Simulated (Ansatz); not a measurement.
Job for Ansatz (an electronic-structure program): SC-NEVPT2 on CASSCF(2,2)/cc-pV(D+d)Z on CH5Al (SMILES [CH3][AlH2]), a point of a bond scan (R = 5.278 Å). Files ending in .json are basis or fitting sets from the Basis Set Exchange.

Ansatz 0.2 input:
```yaml
crystal:
  periodic: [false, false, false]
  atoms:
    - {symbol: C, position_ang: [-1.23512650, -0.09453057, -0.00078552]}
    - {symbol: Al, position_ang: [4.02872727, 0.29408494, -0.00552772]}
    - {symbol: H, position_ang: [-1.68013597, 0.54438206, -0.76954883]}
    - {symbol: H, position_ang: [-1.59248422, -1.11401399, -0.15613004]}
    - {symbol: H, position_ang: [-1.63918751, 0.25553852, 0.95567754]}
    - {symbol: H, position_ang: [4.71300748, 1.72277961, 0.02682820]}
    - {symbol: H, position_ang: [4.95027920, -0.99434951, -0.02504091]}
basis:
  gaussian:
    orbitals: cc-pV_D+d_Z.json
    pivot_positions_ang: [[-1.23512650, -0.09453057, -0.00078552], [4.02872727, 0.29408494, -0.00552772], [-1.68013597, 0.54438206, -0.76954883], [-1.59248422, -1.11401399, -0.15613004], [-1.63918751, 0.25553852, 0.95567754], [4.71300748, 1.72277961, 0.02682820], [4.95027920, -0.99434951, -0.02504091]]
magnetization: {spin_polarized: false}
correlation: {method: sc_nevpt2, electrons: outside_noble_gas, active_space: {window: {electrons: 2, orbitals: 2}}}
output: {orbitals: {seedname: ./end}}
```

The head of its log:

```
WARN ansatz: RAYON_NUM_THREADS=1 ignored (pool sized by the plan → 1); use --threads N
Functional definition: HF
integrals: 0.01 GiB planned
689 factors; integrals over basis functions are off by at most 2.7e-4 eV
mean field: 0.10 GiB planned
mean field evaluation 1: about -7679.8320 eV, gradient 3.3e1 eV
mean field evaluation 2: about -7679.8318 eV, gradient 3.3e1 eV
mean field evaluation 4: about -7683.7125 eV, gradient 1.4e1 eV
mean field evaluation 8: about -7685.4566 eV, gradient 6.8e-1 eV
mean field evaluation 16: about -7684.5281 eV, gradient 1.2e-3 eV
mean field -7685.45809993 eV, -282.4353757817 hartree, gradient 9.7e-7 eV, S^2 0.000000; 2 other end points of the search recorded, 0 dependent functions left out; unrestricted orbitals would lower it
reference -7685.45809993 eV, -282.4353757817 hartree; 12, 12 occupied and 50, 50 virtual orbitals, 689 factors
```

Q: Predict the final total energy.

A: -282.7618 hartree.
